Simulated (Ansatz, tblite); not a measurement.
Removing and adding an electron: the cluster B₁₄. Charge 0, multiplicity 1. Geometry: PBE0-D4/def2-SVP. Ansatz, gas phase; energy differences of separate SCF runs; the oxidised species was run as a doublet alone; the reduced species was run as a doublet alone.

```xyz
14

B    -1.193    1.667    0.718
B    -2.046    1.669   -1.998
B    -0.773    1.036   -0.988
B    -0.138    1.383    1.851
B     0.789   -1.184    0.787
B     0.518   -1.602   -0.960
B    -1.239    0.491   -2.587
B     2.045   -0.886    2.014
B    -2.159    2.033   -0.480
B     0.998    0.295    1.903
B     2.100   -2.243    1.235
B     1.439   -2.527   -0.132
B    -0.036    0.363    0.484
B    -0.306   -0.494   -1.846
```

The xTB rows come from tblite. At PBE0-D4/def2-TZVP a triplet of charge 0 lies 0.30 eV below the restricted singlet, each at its own geometry. The structure comes from a short search, and lower isomers may exist.

```
              level  −HOMO (eV)  vertical IE (eV)  −LUMO (eV)  vertical EA (eV)  HOMO–LUMO gap (eV)  IE − EA (eV)                                                                              remarks
           GFN1-xTB        9.29             11.55        8.91              6.69                0.37          4.86                                                                                    –
           GFN2-xTB        6.14              8.93        5.87              3.08                0.27          5.85                                                                                    –
   PBE-D4/def2-TZVP        5.51              7.61        5.31              3.34                0.19          4.27                                              restricted SCF unstable in HF (singlet)
r2SCAN-D4/def2-TZVP        5.58              7.53        5.25              3.40                0.34          4.13  restricted SCF unstable in HF (singlet), spin-contaminated (⟨S²⟩ 1.02) (-1 doublet)
  PBE0-D4/def2-TZVP        6.23              7.61        4.65              3.33                1.58          4.28                                              restricted SCF unstable in HF (singlet)
```

   Raw xTB energy differences between charge states are shifted by several eV; the methods need an empirical correction for them. Sets without diffuse functions give affinities that are too small.
